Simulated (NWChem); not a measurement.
System: N₂H₃ anion

```xyz
5

N     -0.0948    -0.8005     0.0000
N      0.0895     0.6629     0.0000
H      0.8721    -1.1439     0.0000
H     -0.4176     1.0534     0.8054
H     -0.4176     1.0534    -0.8054
```
Atoms are numbered in this order, from 1.

Program: NWChem. Pople sets run with spherical d functions. Sets without diffuse functions describe the anion's extra electron poorly. All runs use the structure optimised with B3LYP/def2-SVPD. The highest occupied level is positive in some or all of these runs, so the extra electron may be held by the finite basis. Total energies compare along this basis series because the functional is fixed.

```
level            basis functions  energy (Ha)  highest occupied level (eV)  orbital gap (eV)
---------------  ---------------  -----------  ---------------------------  ----------------
PBE0/STO-3G                   13    -109.4325                         9.46              9.85
PBE0/3-21G                    24    -110.3874                         4.70              5.51
PBE0/6-31G*                   34    -111.0323                         3.68              5.37
PBE0/6-31+G*                  42    -111.0810                         1.84              3.96
PBE0/6-311G**                 54    -111.0814                         3.28              4.10
PBE0/6-311++G**               65    -111.1203                         1.77              2.24
```
